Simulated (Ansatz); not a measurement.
Born–Oppenheimer molecular dynamics of a periodic cell of 17 atoms, HC16 (host C, host structure diamond, interstitial H), cell charge +1. It starts from a relaxed structure.

Theory: DFT PBE-D3(BJ), scalar-relativistic, plane waves, PAW in Ansatz. Settings: accuracy low, cutoff 420 eV, k mesh 2x2x2, fermi-dirac smearing 0.05 eV, no spin polarisation.

```yaml
ensemble: NVT, Nosé–Hoover chain
time_step: 0.5 fs
steps_asked: 300
set_temperature: 1200 K
thermostat: time constant 50 fs, chain length 3
seed: 785427
```

Frames 10 fs apart, positions in Å, forces in eV/Å.

Velocities at 0.0 fs (Å/ps):

```
C -4.06 1.99 -4.27
C -10.54 -3.91 -5.64
C -1.76 4.29 -0.75
C -11.27 1.40 4.63
C -1.77 7.88 8.18
C 18.27 12.49 7.53
C -13.76 0.80 10.86
C 8.99 3.09 2.57
C 16.62 -0.96 -7.36
C -21.10 -18.24 3.98
C -4.46 -2.99 -0.01
C 5.55 0.88 -5.33
C 15.79 -14.91 -9.11
C 18.75 3.68 6.37
C -12.15 -3.89 -3.12
C -3.31 8.82 -6.34
H 2.51 -5.32 -25.85
```

```xyz
17
Lattice="0.0000 3.5700 3.5700 3.5700 0.0000 3.5700 3.5700 3.5700 0.0000" Properties=species:S:1:pos:R:3:forces:R:3 time_fs=0.0 energy_less_start_eV=0.000 T=1200
C 0.016 -0.049 0.028 0.00 0.00 0.01
C 0.909 0.847 0.909 0.00 -0.01 0.00
C 1.791 1.741 0.021 0.00 -0.01 -0.01
C 2.666 2.644 0.912 0.00 0.00 0.00
C 1.799 -0.083 1.765 0.01 0.00 -0.02
C 2.767 0.781 2.635 -0.03 -0.01 0.02
C 3.555 1.767 1.813 0.00 0.01 0.01
C 4.468 2.627 2.703 0.00 0.00 -0.01
C 0.015 1.725 1.812 -0.01 0.01 0.01
C 0.892 2.645 2.697 0.00 0.01 -0.01
C 1.788 3.538 1.816 0.00 0.01 0.00
C 2.682 4.420 2.704 0.00 0.00 0.00
C 1.722 1.826 3.660 0.00 -0.03 0.00
C 2.708 2.614 4.481 0.01 0.00 0.00
C 3.568 3.527 3.592 -0.01 0.00 0.00
C 4.429 4.428 4.529 0.00 0.01 0.01
H 5.276 4.338 3.144 0.02 0.01 0.00
17
Lattice="0.0000 3.5700 3.5700 3.5700 0.0000 3.5700 3.5700 3.5700 0.0000" Properties=species:S:1:pos:R:3:forces:R:3 time_fs=10.0 energy_less_start_eV=1.574 T=445
C -0.018 -0.077 0.024 0.51 -1.15 1.15
C 0.884 0.812 0.861 2.43 0.16 0.68
C 1.785 1.755 0.008 0.26 -1.03 -0.20
C 2.572 2.659 0.953 1.71 -0.18 -0.74
C 1.809 -0.043 1.796 0.41 -1.48 -1.90
C 2.845 0.875 2.720 -3.41 -0.54 0.00
C 3.518 1.817 1.842 2.66 -0.02 -2.19
C 4.501 2.657 2.721 -1.99 -0.36 -0.69
C 0.089 1.696 1.762 -3.23 -0.24 1.42
C 0.814 2.538 2.733 4.40 2.94 -0.59
C 1.715 3.530 1.821 -0.31 0.57 0.33
C 2.692 4.415 2.656 -1.64 -0.29 0.58
C 1.840 1.732 3.619 -1.82 2.42 1.95
C 2.802 2.639 4.523 -3.39 -0.56 -1.20
C 3.524 3.531 3.572 2.41 1.26 0.66
C 4.408 4.472 4.490 0.81 -1.35 0.91
H 5.221 4.225 2.898 0.19 -0.14 -0.15
17
Lattice="0.0000 3.5700 3.5700 3.5700 0.0000 3.5700 3.5700 3.5700 0.0000" Properties=species:S:1:pos:R:3:forces:R:3 time_fs=20.0 energy_less_start_eV=1.951 T=298
C -0.010 -0.148 0.076 0.96 3.51 -2.00
C 0.978 0.792 0.866 -3.71 0.63 0.70
C 1.788 1.715 -0.015 -0.80 1.29 0.59
C 2.599 2.655 0.937 1.16 -0.87 -0.79
C 1.830 -0.098 1.701 -2.12 0.65 1.16
C 2.739 0.923 2.804 3.01 -0.60 -0.91
C 3.618 1.849 1.748 -3.97 -2.65 2.72
C 4.424 2.656 2.694 1.89 -0.76 -0.27
C -0.020 1.662 1.801 2.53 1.37 -0.18
C 0.973 2.611 2.733 -5.26 -1.25 0.30
C 1.657 3.545 1.841 3.97 -0.81 -0.98
C 2.614 4.401 2.657 2.06 0.71 1.12
C 1.833 1.789 3.687 -0.78 -1.02 -2.30
C 2.708 2.627 4.492 3.49 0.24 0.79
C 3.608 3.599 3.588 -2.70 -2.07 -0.61
C 4.442 4.445 4.508 0.08 1.28 -0.13
H 5.217 4.042 2.683 0.21 0.35 0.77
17
Lattice="0.0000 3.5700 3.5700 3.5700 0.0000 3.5700 3.5700 3.5700 0.0000" Properties=species:S:1:pos:R:3:forces:R:3 time_fs=30.0 energy_less_start_eV=0.690 T=985
C 0.048 -0.017 0.020 -1.53 -1.65 0.71
C 0.868 0.831 0.922 1.48 1.30 -0.21
C 1.748 1.745 0.001 1.03 -0.22 0.27
C 2.703 2.607 0.871 -1.99 1.12 1.29
C 1.719 -0.132 1.686 0.52 -0.30 0.67
C 2.791 0.937 2.816 -1.80 0.13 -0.22
C 3.504 1.708 1.812 2.70 1.38 -1.55
C 4.441 2.605 2.646 -1.26 -0.22 1.26
C 0.007 1.719 1.849 -0.22 0.32 -0.25
C 0.863 2.640 2.717 2.81 0.31 -1.08
C 1.833 3.510 1.804 -1.76 0.53 -0.11
C 2.655 4.422 2.729 0.34 -0.59 -0.96
C 1.773 1.813 3.643 1.14 -0.58 0.34
C 2.773 2.634 4.494 -2.56 0.59 0.24
C 3.559 3.547 3.582 1.72 0.12 0.37
C 4.484 4.462 4.521 -0.44 -2.15 -0.60
H 5.351 3.956 2.753 -0.18 -0.08 -0.18
17
Lattice="0.0000 3.5700 3.5700 3.5700 0.0000 3.5700 3.5700 3.5700 0.0000" Properties=species:S:1:pos:R:3:forces:R:3 time_fs=40.0 energy_less_start_eV=0.958 T=932
C 0.028 0.032 0.000 0.17 -1.79 1.59
C 0.834 0.938 0.958 2.06 -2.34 -1.16
C 1.770 1.761 0.038 0.77 -1.60 -0.64
C 2.698 2.620 0.880 0.70 0.24 0.00
C 1.614 -0.165 1.717 1.19 1.30 -0.39
C 2.747 0.953 2.816 -0.16 0.03 -1.00
C 3.534 1.645 1.780 0.86 1.39 -0.83
C 4.395 2.530 2.680 0.18 0.59 0.05
C 0.020 1.801 1.865 -1.45 -0.66 -0.39
C 0.900 2.689 2.667 2.19 0.38 1.26
C 1.916 3.514 1.762 -3.27 0.87 2.01
C 2.734 4.416 2.743 -1.18 0.39 -0.95
C 1.776 1.788 3.599 0.22 0.80 1.48
C 2.703 2.673 4.524 -1.73 -0.92 -0.46
C 3.591 3.487 3.593 -0.42 0.80 0.42
C 4.505 4.360 4.488 0.18 0.97 -0.44
H 5.408 3.831 2.791 -0.31 -0.45 -0.55
17
Lattice="0.0000 3.5700 3.5700 3.5700 0.0000 3.5700 3.5700 3.5700 0.0000" Properties=species:S:1:pos:R:3:forces:R:3 time_fs=50.0 energy_less_start_eV=2.218 T=411
C 0.012 -0.032 0.065 1.64 2.08 -1.74
C 0.917 0.908 0.929 -3.10 0.00 0.22
C 1.849 1.687 0.032 -1.41 1.70 -0.22
C 2.715 2.652 0.907 -0.11 -1.09 -0.21
C 1.584 -0.115 1.712 1.22 -0.02 1.75
C 2.683 0.945 2.767 3.47 -0.58 -0.61
C 3.631 1.695 1.679 -3.46 -0.83 3.50
C 4.356 2.488 2.731 2.21 1.64 -1.21
C -0.042 1.834 1.844 2.64 -0.90 -0.24
C 1.044 2.741 2.712 -6.82 -2.51 0.81
C 1.815 3.573 1.825 2.86 -0.93 -1.30
C 2.739 4.433 2.695 -0.12 0.07 0.84
C 1.799 1.791 3.629 -0.53 -1.12 -1.98
C 2.542 2.653 4.530 5.17 0.36 0.23
C 3.589 3.477 3.617 -2.32 -0.25 -1.12
C 4.524 4.328 4.433 -1.44 2.68 1.16
H 5.492 3.645 2.805 0.11 -0.29 0.11
17
Lattice="0.0000 3.5700 3.5700 3.5700 0.0000 3.5700 3.5700 3.5700 0.0000" Properties=species:S:1:pos:R:3:forces:R:3 time_fs=60.0 energy_less_start_eV=1.709 T=752
C 0.073 0.001 0.043 -2.31 -1.55 0.61
C 0.849 0.873 0.915 3.22 1.57 1.32
C 1.833 1.712 0.013 -1.11 0.86 0.76
C 2.719 2.633 0.923 -2.02 0.97 0.55
C 1.671 -0.066 1.805 1.94 -1.30 -2.61
C 2.801 0.893 2.681 -4.24 0.31 3.43
C 3.541 1.707 1.787 3.35 1.42 -2.27
C 4.442 2.564 2.709 -2.17 0.55 0.81
C 0.042 1.798 1.815 -2.30 -0.98 0.58
C 0.826 2.647 2.772 5.65 0.48 -3.17
C 1.831 3.564 1.828 -2.09 -0.64 -1.23
C 2.716 4.444 2.688 -1.13 -1.29 -0.07
C 1.792 1.744 3.570 -0.26 0.40 1.35
C 2.673 2.639 4.521 -1.73 -0.32 -1.35
C 3.467 3.476 3.582 4.43 2.06 0.49
C 4.457 4.452 4.452 0.60 -2.98 0.43
H 5.765 3.380 2.837 0.15 0.45 0.38
17
Lattice="0.0000 3.5700 3.5700 3.5700 0.0000 3.5700 3.5700 3.5700 0.0000" Properties=species:S:1:pos:R:3:forces:R:3 time_fs=70.0 energy_less_start_eV=1.190 T=1082
C 0.041 -0.047 0.059 1.40 -0.05 1.09
C 0.941 0.911 0.958 -0.82 -2.85 -0.80
C 1.735 1.795 0.041 1.14 -1.86 -0.51
C 2.616 2.652 0.958 2.61 -0.78 -1.22
C 1.883 -0.103 1.769 -3.26 1.72 -0.53
C 2.705 0.891 2.772 1.39 0.77 -1.90
C 3.598 1.781 1.815 -1.87 -0.65 0.41
C 4.429 2.692 2.712 1.31 -1.49 -1.04
C -0.004 1.693 1.816 -0.28 0.94 -0.46
C 0.891 2.587 2.655 -0.61 0.98 2.00
C 1.733 3.508 1.767 0.30 0.78 2.30
C 2.622 4.388 2.687 0.51 1.72 0.35
C 1.766 1.713 3.580 0.41 1.33 0.79
C 2.742 2.614 4.436 -1.12 -0.29 0.72
C 3.591 3.591 3.574 -2.20 -1.59 -0.04
C 4.422 4.420 4.500 1.27 1.25 -0.71
H 6.024 3.287 2.926 -0.20 0.07 -0.43
17
Lattice="0.0000 3.5700 3.5700 3.5700 0.0000 3.5700 3.5700 3.5700 0.0000" Properties=species:S:1:pos:R:3:forces:R:3 time_fs=80.0 energy_less_start_eV=1.798 T=832
C 0.071 -0.109 0.137 0.17 0.26 -2.03
C 0.983 0.795 0.950 -3.91 2.51 -1.34
C 1.719 1.766 0.035 1.69 0.04 -0.61
C 2.652 2.636 0.936 -0.30 -0.02 0.83
C 1.891 -0.048 1.685 -2.15 -1.55 2.80
C 2.675 0.935 2.774 2.40 0.94 -1.50
C 3.571 1.821 1.833 -0.35 -1.91 0.07
C 4.471 2.717 2.667 -0.09 -1.15 0.47
C -0.076 1.648 1.790 2.90 1.62 0.58
C 0.935 2.579 2.673 -4.06 0.07 1.56
C 1.683 3.512 1.818 3.03 0.62 -0.29
C 2.561 4.429 2.706 2.32 -0.44 -0.26
C 1.766 1.760 3.637 0.47 -1.34 -1.86
C 2.731 2.580 4.402 0.94 2.09 1.63
C 3.607 3.611 3.558 -1.80 -1.64 -0.10
C 4.458 4.447 4.511 -1.57 0.27 -0.01
H 6.201 3.366 2.756 0.31 -0.40 0.03
17
Lattice="0.0000 3.5700 3.5700 3.5700 0.0000 3.5700 3.5700 3.5700 0.0000" Properties=species:S:1:pos:R:3:forces:R:3 time_fs=90.0 energy_less_start_eV=2.112 T=753
C 0.076 -0.148 0.096 -3.36 1.78 0.97
C 0.822 0.824 0.881 4.37 1.39 1.08
C 1.806 1.736 -0.005 -1.37 0.77 1.18
C 2.678 2.620 0.957 -1.88 0.84 -0.21
C 1.733 -0.053 1.772 1.53 0.74 -1.32
C 2.758 0.984 2.682 -4.87 -2.50 1.80
C 3.550 1.762 1.829 3.34 1.71 -2.02
C 4.506 2.652 2.661 -1.98 -0.01 2.14
C 0.021 1.720 1.797 -2.14 0.22 0.22
C 0.782 2.567 2.783 7.68 -0.01 -3.39
C 1.804 3.560 1.857 -2.88 -0.89 -1.49
C 2.663 4.442 2.702 0.19 -1.20 -0.65
C 1.796 1.744 3.601 -0.57 -0.09 1.34
C 2.737 2.660 4.468 -2.93 -1.21 -0.46
C 3.509 3.521 3.542 3.80 1.64 1.65
C 4.428 4.484 4.513 1.68 -3.46 -1.02
H 6.551 3.436 2.499 -0.60 0.27 0.18
17
Lattice="0.0000 3.5700 3.5700 3.5700 0.0000 3.5700 3.5700 3.5700 0.0000" Properties=species:S:1:pos:R:3:forces:R:3 time_fs=100.0 energy_less_start_eV=2.023 T=879
C -0.081 -0.080 0.068 3.48 1.38 0.16
C 0.878 0.954 0.871 -1.59 -3.06 0.88
C 1.819 1.744 0.024 -0.15 -0.72 -0.58
C 2.610 2.648 0.954 3.31 -1.05 -1.57
C 1.654 -0.028 1.807 0.77 1.15 -0.61
C 2.587 0.916 2.663 2.06 -0.29 -1.40
C 3.672 1.764 1.741 -4.69 -1.24 2.52
C 4.432 2.590 2.768 1.53 1.02 -2.67
C 0.020 1.807 1.820 0.28 -1.65 -0.75
C 1.022 2.608 2.706 -4.65 0.54 0.83
C 1.780 3.540 1.819 2.34 -0.66 0.99
C 2.782 4.389 2.664 -2.35 1.90 1.69
C 1.796 1.708 3.630 0.05 0.77 -0.32
C 2.588 2.682 4.515 2.45 -0.93 -0.15
C 3.611 3.509 3.630 -3.10 -0.94 -1.48
C 4.488 4.327 4.459 -0.17 3.82 1.60
H 6.669 3.383 2.470 0.44 -0.04 0.84
17
Lattice="0.0000 3.5700 3.5700 3.5700 0.0000 3.5700 3.5700 3.5700 0.0000" Properties=species:S:1:pos:R:3:forces:R:3 time_fs=110.0 energy_less_start_eV=1.370 T=1260
C -0.057 0.098 0.090 -1.13 -2.26 -1.67
C 0.870 0.907 0.910 -0.18 0.83 -0.81
C 1.811 1.723 0.014 -0.19 1.42 -0.75
C 2.732 2.616 0.869 -0.77 0.39 1.59
C 1.653 0.028 1.788 1.16 -4.10 0.98
C 2.534 0.862 2.605 3.35 1.89 3.61
C 3.531 1.699 1.801 1.92 0.49 -0.63
C 4.424 2.596 2.724 -0.57 0.42 -0.58
C 0.002 1.784 1.799 -0.61 -1.34 0.52
C 1.030 2.653 2.670 0.18 -1.29 0.55
C 1.886 3.502 1.806 -0.32 1.51 -0.27
C 2.744 4.438 2.734 -0.52 -1.46 -0.36
C 1.778 1.729 3.635 -1.06 0.31 -1.00
C 2.585 2.638 4.542 2.13 0.97 -1.67
C 3.567 3.471 3.642 0.31 1.23 -0.40
C 4.529 4.365 4.496 -2.69 0.14 0.67
H 7.116 3.017 2.589 -0.99 0.86 0.23
```

Of the whole run (150 fs, mean temperature of the second half 952 K): The conserved energy stayed within 0.44 meV per atom of its start (net change 0.33 meV per atom), so the integration is sound. The mean temperature of the second half is 21 % below the set value. A run of 0.15 ps of so small a system gives no equilibrium averages. Limits of this set-up: coarse k mesh, low accuracy level, charged cell in a uniform background, uncorrected.

Time of the run: 4.9 min on 1 thread of Arm Neoverse V2 (shared host), peak memory 0.34 GiB.
